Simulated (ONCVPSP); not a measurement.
## Which change was made? (Pt, ONCV)

* Element: platinum
* Generator: ONCVPSP 4.0.1
* Type: optimised norm-conserving Vanderbilt (ONCV)
* Functional: PBEsol
* Relativity: fully relativistic
* Frozen core: [Kr] 4d10 4f14
* Valence charge: 18
* Reference configuration: 5s2 5p6 5d9 6s1
* Partial waves: 5s+6s: rc 1.40 bohr, ncon 3, nbas 8, qcut 6.8 1/bohr, 2 projectors; 5p: rc 1.05 bohr, ncon 4, nbas 8, qcut 8.4 1/bohr, 2 projectors, debl 2 Ha; 5d: rc 1.80 bohr, ncon 5, nbas 10, qcut 7.9 1/bohr, 2 projectors, debl 1.3 Ha
* Local potential: polynomial inside 0.70 bohr (lpopt 5, dvloc0 0 Ha)
* Core correction: Teter function, fcfact 4.75, rcfact 1.65

Open shells are filled in proportion to 2j + 1.

Cutoffs, loose and tight: the cutoffs (Ha) at which the residual kinetic energy of the hardest occupied pseudo-wave falls to 1 and 0.1 mHa per electron. They do not see the model core or the augmentation charge, which bear on the density cutoff. Test errors are all-electron minus pseudo excitation energies from the reference, over the configurations 5s2 5p6 5d9 6s0; 5s2 5p6 5d8 6s0; 5s2 5p6 5d7 6s0; 5s2 5p5 5d9 6s1; variants that change the core or the reference have their own tests. The largest error is taken over the tests solved by every variant that gives reliable tests at all, those not shown here included: 5s2 5p6 5d7 6s0; 5s2 5p6 5d8 6s0; 5s2 5p6 5d9 6s0.

The base gives: outcome: generated; cutoff, loose: 96 Ha; cutoff, tight: 178 Ha; bound ghosts: s; GHOST(+) flags above zero: p3/2, p1/2, d3/2; largest test error (meV): -10.

After one change the result is: outcome: generated; cutoff, loose: 33 Ha; cutoff, tight: 107 Ha; bound ghosts: s; GHOST(+) flags above zero: p3/2, p1/2; largest test error (meV): -8.9. Which change was it?
A. all radii but the core radius scaled by about 1.07 (s 1.50, p 1.12, d 1.92 bohr); local potential polynomial inside 0.74 bohr (lpopt 5, dvloc0 0 Ha)
B. all radii but the core radius scaled by about 0.79 (s 1.10, p 0.82, d 1.42 bohr); local potential polynomial inside 0.54 bohr (lpopt 5, dvloc0 0 Ha)
C. all radii but the core radius scaled by about 1.33 (s 1.86, p 1.40, d 2.38 bohr); local potential polynomial inside 0.92 bohr (lpopt 5, dvloc0 0 Ha)
D. all radii but the core radius scaled by about 0.91 (s 1.28, p 0.96, d 1.64 bohr); local potential polynomial inside 0.64 bohr (lpopt 5, dvloc0 0 Ha)
E. all radii but the core radius scaled by about 1.20 (s 1.68, p 1.26, d 2.16 bohr); local potential polynomial inside 0.84 bohr (lpopt 5, dvloc0 0 Ha)

E. The others give: all radii but the core radius scaled by about 0.79 (s 1.10, p 0.82, d 1.42 bohr); local potential polynomial inside 0.54 bohr (lpopt 5, dvloc0 0 Ha) → outcome: generated; cutoff, loose: 319 Ha; cutoff, tight: 492 Ha; bound ghosts: s, p3/2, p1/2; GHOST(+) flags above zero: p3/2, d5/2, p1/2, d3/2; largest test error (meV): -8.4 | all radii but the core radius scaled by about 0.91 (s 1.28, p 0.96, d 1.64 bohr); local potential polynomial inside 0.64 bohr (lpopt 5, dvloc0 0 Ha) → outcome: generated; cutoff, loose: 102 Ha; cutoff, tight: 200 Ha; bound ghosts: s, p3/2; GHOST(+) flags above zero: d5/2, p1/2, d3/2; largest test error (meV): -9.9 | all radii but the core radius scaled by about 1.07 (s 1.50, p 1.12, d 1.92 bohr); local potential polynomial inside 0.74 bohr (lpopt 5, dvloc0 0 Ha) → outcome: generated; cutoff, loose: 60 Ha; cutoff, tight: 156 Ha; bound ghosts: s; GHOST(+) flags above zero: p3/2, p1/2; largest test error (meV): -10 | all radii but the core radius scaled by about 1.33 (s 1.86, p 1.40, d 2.38 bohr); local potential polynomial inside 0.92 bohr (lpopt 5, dvloc0 0 Ha) → outcome: generated; cutoff, loose: 29 Ha; cutoff, tight: 35 Ha; bound ghosts: s, d3/2; GHOST(+) flags above zero: p3/2; largest test error (meV): -3.9.
